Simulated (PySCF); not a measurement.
**Shapes and spin states of MoI₃**

Level of theory: PBE0 in PySCF with Mo def2-TZVP with ECP28, I def2-TZVP with ECP28; scalar-relativistic core potentials, no spin–orbit coupling; density-fitted integrals.

Relaxations began from a few typed shapes and spin states; open shells are unrestricted. The search is not exhaustive: other isomers or separated fragments can lie lower, and high-lying points may rest on an excited occupation.

```csv
spin,group,bonds,angles,imaginary modes (cm⁻¹),ΔE (kJ/mol),ΔE with ZPE (kJ/mol)
quartet,D3h,Mo–I 2.581 Å (×3),I–Mo–I 120.0° (×3),none,0.0,0.0
quartet,C2v,"Mo–I 2.603 Å (×2), Mo–I 2.605 Å","I–Mo–I 102.6° (×2), I–Mo–I 154.9°",none,64.2,64.0
broken-symmetry Ms = 1/2 (⟨S²⟩ 1.77),C2v,"Mo–I 2.585 Å, Mo–I 2.588 Å (×2)","I–Mo–I 104.2° (×2), I–Mo–I 151.6°",none,124.5,124.4
```

The lowest minimum found is the quartet D3h: Mo–I 2.581 Å (×3); I–Mo–I 120.0° (×3).

Formally Mo is in oxidation state +3, d3, with 3 unpaired electrons (the high-spin count). The Mulliken spin on Mo is 3.19. The polar-tensor charge on Mo, 1.15, is far below the formal one.

For the lowest minimum: with open d or f shells other occupations or spin states may lie lower. Spin–orbit coupling, left out here, can matter for elements this heavy.
